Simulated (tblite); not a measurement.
Species: C3H7FSi.
Numbering: `[CH3:1]/[C:2]([SiH3:3])=[CH:4]/[F:5]` (hydrogens: H6, H7, H8 on C1; H9, H10, H11 on Si3; H12 on C4)

Computed with GFN2-xTB (tblite), gas phase: Langevin dynamics at 300 K from the optimised GFN2-xTB geometry, time step 0.5 fs, friction 0.01 fs⁻¹, 2000 steps.

Start geometry:
```
atom  x, y, z in Å
C1     -1.254   -0.884    0.044
C2     -0.211    0.186   -0.028
Si3     1.621   -0.283    0.103
C4     -0.572    1.447   -0.191
F5      0.341    2.441   -0.260
H6     -1.097   -1.611   -0.752
H7     -1.177   -1.414    0.992
H8     -2.258   -0.474   -0.050
H9      1.675   -1.677    0.549
H10     2.233   -0.155   -1.221
H11     2.280    0.589    1.072
H12    -1.579    1.833   -0.283
```

The statistics below take the 31 frames saved every 25 fs from 250 to 1000 fs; their kinetic temperature (all 3N coordinates) averages 289 K.

**Question.** Give the mean, spread and extremes of the bond lengths.

**Answer.** 
```csv
bond,start (Å),mean (Å),standard deviation (Å),shortest (Å),longest (Å)
C1–C2,1.496,1.502,0.032,1.440,1.604
C2–Si3,1.896,1.901,0.045,1.829,1.990
C2=C4,1.321,1.326,0.020,1.291,1.376
C4–F5,1.351,1.361,0.027,1.301,1.431
C1–H6,1.089,1.097,0.033,1.037,1.173
C1–H7,1.089,1.094,0.029,1.047,1.155
C1–H8,1.089,1.090,0.027,1.049,1.144
Si3–H9,1.465,1.469,0.028,1.419,1.534
Si3–H10,1.464,1.473,0.038,1.414,1.541
Si3–H11,1.461,1.470,0.046,1.381,1.558
C4–H12,1.083,1.087,0.022,1.032,1.128
```

**Question.** Give the same statistics for bond angles, one of each kind.

**Answer.** 
```json
{"angle": "C2–C1–H6", "start (°)": "110.0", "mean (°)": "109.6", "standard deviation (°)": "3.5", "smallest (°)": "101.8", "largest (°)": "119.6"}
{"angle": "C2–C1–H8", "start (°)": "111.7", "mean (°)": "112.2", "standard deviation (°)": "3.0", "smallest (°)": "105.1", "largest (°)": "118.2"}
{"angle": "H6–C1–H7", "start (°)": "107.6", "mean (°)": "106.1", "standard deviation (°)": "4.8", "smallest (°)": "95.8", "largest (°)": "113.5"}
{"angle": "H6–C1–H8", "start (°)": "108.8", "mean (°)": "109.4", "standard deviation (°)": "6.1", "smallest (°)": "96.7", "largest (°)": "121.2"}
{"angle": "C1–C2–Si3", "start (°)": "119.5", "mean (°)": "119.1", "standard deviation (°)": "5.0", "smallest (°)": "108.9", "largest (°)": "129.7"}
{"angle": "C1–C2–C4", "start (°)": "119.9", "mean (°)": "118.7", "standard deviation (°)": "3.7", "smallest (°)": "109.9", "largest (°)": "126.1"}
{"angle": "Si3–C2–C4", "start (°)": "120.5", "mean (°)": "121.7", "standard deviation (°)": "4.1", "smallest (°)": "114.2", "largest (°)": "131.6"}
{"angle": "C2–Si3–H9", "start (°)": "107.0", "mean (°)": "107.9", "standard deviation (°)": "4.9", "smallest (°)": "98.9", "largest (°)": "120.1"}
{"angle": "C2–Si3–H10", "start (°)": "108.7", "mean (°)": "108.2", "standard deviation (°)": "5.5", "smallest (°)": "97.5", "largest (°)": "124.3"}
{"angle": "H9–Si3–H10", "start (°)": "110.1", "mean (°)": "109.9", "standard deviation (°)": "7.1", "smallest (°)": "96.2", "largest (°)": "124.0"}
{"angle": "H10–Si3–H11", "start (°)": "111.0", "mean (°)": "110.7", "standard deviation (°)": "5.8", "smallest (°)": "100.2", "largest (°)": "127.8"}
{"angle": "C2–C4–F5", "start (°)": "121.6", "mean (°)": "121.8", "standard deviation (°)": "3.4", "smallest (°)": "113.8", "largest (°)": "127.7"}
{"angle": "C2–C4–H12", "start (°)": "127.2", "mean (°)": "127.1", "standard deviation (°)": "4.8", "smallest (°)": "116.1", "largest (°)": "136.7"}
{"angle": "F5–C4–H12", "start (°)": "111.2", "mean (°)": "110.5", "standard deviation (°)": "4.1", "smallest (°)": "102.6", "largest (°)": "118.9"}
```

**Question.** How far does each atom move about its mean position (frames aligned on the start, all atoms weighted alike), and what rms force does it feel?

**Answer.** 
```json
{"atom": "C1", "rms displacement (Å)": "0.19", "rms force (eV/Å)": "1.91"}
{"atom": "C2", "rms displacement (Å)": "0.10", "rms force (eV/Å)": "1.76"}
{"atom": "Si3", "rms displacement (Å)": "0.10", "rms force (eV/Å)": "1.62"}
{"atom": "C4", "rms displacement (Å)": "0.21", "rms force (eV/Å)": "1.71"}
{"atom": "F5", "rms displacement (Å)": "0.39", "rms force (eV/Å)": "0.99"}
{"atom": "H6", "rms displacement (Å)": "0.41", "rms force (eV/Å)": "1.12"}
{"atom": "H7", "rms displacement (Å)": "0.42", "rms force (eV/Å)": "0.95"}
{"atom": "H8", "rms displacement (Å)": "0.23", "rms force (eV/Å)": "0.90"}
{"atom": "H9", "rms displacement (Å)": "1.05", "rms force (eV/Å)": "0.56"}
{"atom": "H10", "rms displacement (Å)": "1.05", "rms force (eV/Å)": "0.66"}
{"atom": "H11", "rms displacement (Å)": "1.03", "rms force (eV/Å)": "0.87"}
{"atom": "H12", "rms displacement (Å)": "0.26", "rms force (eV/Å)": "0.85"}
```

The displacements run from 0.10 to 1.05 Å.

**Question.** How widely does the potential energy scatter, against a harmonic estimate?

**Answer.** Mean 0.36 eV above the start, standard deviation 0.070 eV, range 0.22 to 0.46 eV. For 30 classical harmonic modes at 300 K the canonical values are 30kT/2 = 0.39 eV and kT·√(30/2) = 0.100 eV.

The run is classical and short, so these are rough statistics of one trajectory.

What follows is the cost of the whole dynamics run. On AMD EPYC 9R45, one thread, no GPU, shared host with 96 logical CPUs at a one-minute load of 62, this took 5.7 s wall and 0.18 GiB of memory at its peak.
